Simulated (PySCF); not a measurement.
Species: C5H7F2N.
SMILES: `C=C/C(=N\C)C(F)F`

A linear-response calculation (PySCF, def2-SVPD basis, gas phase, vertical, core orbitals frozen in the response) gave these numbers; the functional is withheld.

Orbital energies (eV): HOMO-3 -11.80, HOMO-2 -11.65, HOMO-1 -9.68, HOMO -9.53, LUMO -0.08, LUMO+1 2.29, LUMO+2 2.74.

```tsv
state	E (eV)	f	main configurations (H = HOMO, L = LUMO)
S1	4.29	0.0006	H→L (94%)
S2	5.90	0.519	H-1→L (97%)
S3	6.68	0.0003	H-2→L (90%)
S4	7.40	0.030	H-3→L (90%)
S5	7.56	0.0003	H→L+2 (77%)
S6	7.79	0.0061	H→L+1 (78%), H→L+3 (9%)
```

Triplets, Tamm–Dancoff:

| state | E (eV) | λ (nm) | main configurations (H = HOMO, L = LUMO) |
| --- | --- | --- | --- |
| T1 | 3.39 | 365.4 | H-1→L (93%) |
| T2 | 3.61 | 343.1 | H→L (90%) |
| T3 | 5.14 | 241.3 | H-3→L (64%), H-1→L+2 (26%) |
| T4 | 6.41 | 193.3 | H-2→L (84%) |

Vertical ionisation energy by ΔSCF with the same functional: 9.59 eV. Mean static polarisability: 73.4 au.

Task: Which of these was used?
A. wB97X-D
B. B3LYP
C. HF
D. PBE

Result: A. wB97X-D is range-separated, 22% exact exchange at short range and 100% at long range (ω = 0.2 bohr⁻¹). In this run −ε(HOMO) = 9.53 eV differs from the ΔSCF value by -0.05 eV, and S1 differs from the orbital gap of 9.45 eV by -5.16 eV. The ratio −ε(HOMO)/IP is 0.99. Small neutral molecules mostly give 0.89 to 0.99 with wB97X-D, 0.5 to 0.7 with PBE, 0.67 to 0.83 with B3LYP; Hartree–Fock can't fall below 1, since the ion's relaxation only lowers the ΔSCF value. The other options: PBE, a GGA without exact exchange; HF, time-dependent Hartree–Fock, 100% exact exchange; B3LYP, a global hybrid with 20% exact exchange.

The calculation used TDDFT wB97X-D/def2-SVPD, vertical, gas phase, core orbitals frozen in the response (PySCF 2.14.0, density-fitted response routines). Geometry: PBE0-D3(BJ)/def2-SVP, one conformer, isolated molecule.

Conformer computed: `[CH2:1]=[CH:2]/[C:3](=[N:4]\[CH3:5])[CH:6]([F:7])[F:8]`: C1–C2–C3–N4 178°, C2–C3–C6–F7 60°.
